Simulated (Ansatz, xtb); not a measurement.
Relative energy of two isomers of C2H7ClSi3

Structure a is `C#C[SiH2][Si@@H]([SiH3])Cl`, a singlet and structure b is `C#C[Si@@H](Cl)[SiH2][SiH3]`, a singlet. Both are isolated molecules in the gas phase, relaxed with PBE0-D3(BJ)/def2-SVP; each stands in its lowest conformer found.

Which of the two would you expect CCSD(T)/def2-SVP + ΔMP2/def2-TZVPP electronic energies to favour?

Structure b; the calculation gives E(b) − E(a) = −1.60 kcal/mol.

How the difference moves with the method:

```
                             level              geometry  E(b) − E(a) (kcal/mol)  departure from the last row (kcal/mol)  job, with rough time for the two
              PBE0-D3(BJ)/def2-SVP  PBE0-D3(BJ)/def2-SVP                     −2.13                                   −0.53                optimisation, 98 s
                       HF/def2-SVP  PBE0-D3(BJ)/def2-SVP                     −1.39                                   +0.21           part of the CCSD(T) run
                      MP2/def2-SVP  PBE0-D3(BJ)/def2-SVP                     −2.77                                   −1.17           part of the CCSD(T) run
                  CCSD(T)/def2-SVP  PBE0-D3(BJ)/def2-SVP                     −2.46                                   −0.86                      single point
CCSD(T)/def2-SVP + ΔMP2/def2-TZVPP  PBE0-D3(BJ)/def2-SVP                     −1.60                                                        single point, 46 s
```

As drawn, both hold the same kinds of bond in the same numbers.

The levels shown agree on the order. The largest departure from CCSD(T)/def2-SVP + ΔMP2/def2-TZVPP is that of MP2/def2-SVP, 1.17 kcal/mol. Levels run at GFN2-xTB geometries aren't shown. The last row adds to CCSD(T) the change of the MP2 difference between the two basis sets, here +0.86 kcal/mol.

With thermal terms from frequencies at re-optimised GFN2-xTB minima (ideal gas, soft modes damped towards free rotors, one conformer each, 298.15 K, 1 atm): on the last row, ΔE + ΔZPE = −1.50, ΔH = −1.52, ΔG = −1.46 kcal/mol.

The correlated steps freeze 22 core orbitals. Programs: Ansatz 0.2.0, xtb 6.7.1; the last row on 2 threads of Intel(R) Xeon(R) 6975P-C (Granite Rapids) on a shared host.
